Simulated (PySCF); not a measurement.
Arsenic: a sound run and one with changed settings

Sound run: As+ [Ar] 3d10 4s2 4p2, As(2+) [Ar] 3d10 4s2 4p1. All numbers are calculated (PySCF 2.14, scalar relativity through the core potential, in cc-pVDZ-PP with ECP10MDF). The sound run starts from symmetry-adapted Hartree-Fock orbitals and uses a fine grid where one is needed.

A second run was set up differently.

```
species  method  sound run (hartree)  changed run (hartree)  converged
    As+     UHF           -330.85076             -330.85076        yes
    As+    TPSS           -331.96286             -332.93629        yes
    As+   B3LYP           -332.09599             -332.86482        yes
 As(2+)     UHF           -330.19018             -330.19018        yes
 As(2+)    TPSS           -331.28401             -332.25228        yes
 As(2+)   B3LYP           -331.41705             -332.17543        yes
```

Ionisation energy of As+:

| method | sound run (eV) | changed run (eV) |
| --- | --- | --- |
| UHF | 17.975 | 17.975 |
| TPSS | 18.472 | 18.613 |
| B3LYP | 18.475 | 18.759 |

(1) What was changed?
A. level shift left on
B. all electrons correlated in a valence basis
C. radial grid too coarse
D. minimal basis

Results:

(1) C. It used radial step 0.8 in ln r (0.13 in the sound run). A coarse radial grid mis-integrates the density and the exchange-correlation energy, with errors of either sign; Hartree-Fock needs no grid.
